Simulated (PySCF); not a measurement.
Geometry (Å), atoms numbered from 1 in this order:
```xyz
5

Ga    0.3682    0.6397    0.0091
H     1.9194    0.5342    0.0583
H    -0.4967    1.9323   -0.0239
C    -0.6065   -1.0493   -0.0151
N    -1.1843   -2.0570   -0.0286
```

Geometry: PBE0-D3(BJ)/def2-SVP; GIAO absolute shieldings from PySCF 2.14, gas phase, non-relativistic, averaged over equivalent atoms.

At PBE0/pcSseg-1 (pcSseg-2 on Ga) (107 basis functions, 5.8 s wall time on 1 thread of an Arm Neoverse V1, shared host):
```
atoms  σ (ppm)
  Ga1   1299.1
H2/H3    25.53
   C4     53.3
   N5   -117.1
```

Question: Predict the values at B3LYP/pcSseg-1 (pcSseg-2 on Ga) on the same geometry.

Answer: 
```
atoms  σ at B3LYP/pcSseg-1 (pcSseg-2 on Ga)  change
  Ga1                                1260.6   -38.5
H2/H3                                 25.60   +0.07
   C4                                  49.6    -3.7
   N5                                -120.9    -3.8
```

The largest change is at Ga1 (Ga bonded to C, 2 H). Cost: 107 basis functions, 3.7 s wall time on 1 thread of an Arm Neoverse V1, shared host.

Relativistic effects, spin–orbit coupling among them, are left out; they matter for Ga and for the light atoms bonded to it.
